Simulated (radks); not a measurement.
Ni3+, configuration [Ar] 3d7.

Method: Dirac Kohn-Sham, PBE, spin-unpolarised, spherical densities, point nucleus; open shells are shared between the two j in proportion to 2j + 1; computed with a radial shooting solver on a logarithmic mesh with Libxc functionals.

Energy parts (hartree):
total: -1518.22185
kinetic: 1542.87068
electron-nucleus: -3611.47146
Hartree: 612.60098
exchange-correlation: -62.22206

Orbitals (lengths in bohr, moments of r in powers of bohr; r(max) is where P^2 peaks):
orbital  occ.  eigenvalue (hartree)   r(max)      <r>
1s1/2       2             -303.2019  0.03540  0.05409
2s1/2       2             -37.55456   0.2046   0.2447
2p1/2       2             -32.94551   0.1630   0.2131
2p3/2       4             -32.30304   0.1657   0.2163
3s1/2       2              -5.53263   0.6384   0.7353
3p1/2       2              -4.12313   0.6400   0.7629
3p3/2       4              -4.04044   0.6476   0.7724
3d3/2     2.8              -1.73538   0.6182   0.8936
3d5/2     4.2              -1.72542   0.6207   0.8978

The highest occupied level is 3d5/2 at -46.951 eV. Summed over all electrons, <r^2> = 13.05 bohr^2, which gives a Langevin (diamagnetic) susceptibility term of -10.3 x 10^-6 cm^3/mol. The density falls to 0.001 e/bohr^3 at r = 2.68 bohr.
